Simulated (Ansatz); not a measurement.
C2H4BFO can be A, `C=C(F)BO`, or B, `CC1(F)BO1`.

Program: Ansatz. Geometries: PBE0-D4/def2-TZVP. ΔE: electronic, gas phase. CCSD(T)/CBS adds triple-zeta CCSD(T) − MP2 to the extrapolated MP2 energy (def2 sets, frozen cores). Functionals use def2-TZVPP. B3LYP here is the variant with VWN-RPA as its local correlation; programs differ in this. Each species was taken in one conformer, which may not be the lowest.

Task: Which isomer does CCSD(T)/CBS put lower? Give the gap. (An estimate is asked.)

Result: Ansatz gave: A, by 24.2 kcal/mol.

Task: Give E(B) − E(A) in kcal/mol with B3LYP, CCSD(T)/def2-SVP, B3LYP-D4, LDA (SPW92), MP2/def2-TZVPP, HF/def2-TZVPP, ωB97M-V. (Estimate.)

Result: The calculation gave: B3LYP 25.4, CCSD(T)/def2-SVP 22.0, B3LYP-D4 25.4, LDA (SPW92) 18.9, MP2/def2-TZVPP 22.3, HF/def2-TZVPP 28.8, ωB97M-V 22.4. None reverses the order clearly.

Task: Does the order hold for the free energy at 298.15 K (harmonic terms from PBE0-D4)? (Best estimate.)

Result: The calculation gave: Yes: G(B) − G(A) = +24.4 kcal/mol, for one conformer each.

Largest T1 diagnostic: 0.015.

In def2-TZVPP, CCSD(T) changes the Hartree–Fock value by −4.8 kcal/mol (the triples alone add −0.4 kcal/mol) and MP2 by −6.5 kcal/mol. At CCSD(T), def2-SVP lies −2.1 kcal/mol from the extrapolated value and def2-TZVPP −0.2 kcal/mol.
